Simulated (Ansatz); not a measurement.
BFH₃OPSi (`FB1OP[SiH2]1`), 8 atoms. The species carries charge 0 and has multiplicity 1. All runs use 2 threads of an Arm Neoverse V1 on a shared host. Correlated methods freeze the cores.

How many basis functions does each run have, and how long does it take in Ansatz? direct RPA on PBE orbitals/def2-TZVPP energy; RKS ωB97M-V/def2-QZVPP energy; RHF-CCSD(T)/def2-TZVPP energy; RKS B97M-V/def2-TZVPP energy; RKS PBE0-D4/def2-TZVP relaxation (9 steps); RHF-MP2/def2-QZVPP energy; RKS B2PLYP (frozen core)/def2-TZVPP energy; RKS ωB97M-V/def2-SVP energy; RKS PBE-D4/def2-TZVPP energy and forces; RKS PBE0-D4/def2-QZVPP energy; RHF-CCSD(T)/def2-SVP energy; RKS PBE0-D4/def2-SVP energy. (An estimate is asked.)

The calculation gave: Other jobs shared the machine, so times are rough.

```
                                level                   job  functions  wall time  peak host memory (GiB)
                 RKS PBE0-D4/def2-SVP                energy         93      1.7 s                    0.17
                RKS PBE-D4/def2-TZVPP     energy and forces        219      3.7 s                    0.27
                 RHF-CCSD(T)/def2-SVP                energy         93      4.3 s                    0.31
direct RPA on PBE orbitals/def2-TZVPP                energy        219        7 s                    0.45
                 RKS ωB97M-V/def2-SVP                energy         93      7.5 s                    0.26
  RKS B2PLYP (frozen core)/def2-TZVPP                energy        219        8 s                    0.52
               RKS PBE0-D4/def2-QZVPP                energy        401       13 s                     1.2
                RKS B97M-V/def2-TZVPP                energy        219       14 s                    0.34
                   RHF-MP2/def2-QZVPP                energy        401       25 s                       2
               RKS ωB97M-V/def2-QZVPP                energy        401       28 s                     1.4
                RKS PBE0-D4/def2-TZVP  relaxation (9 steps)        185       50 s                    0.45
               RHF-CCSD(T)/def2-TZVPP                energy        219      2 min                     3.3
```
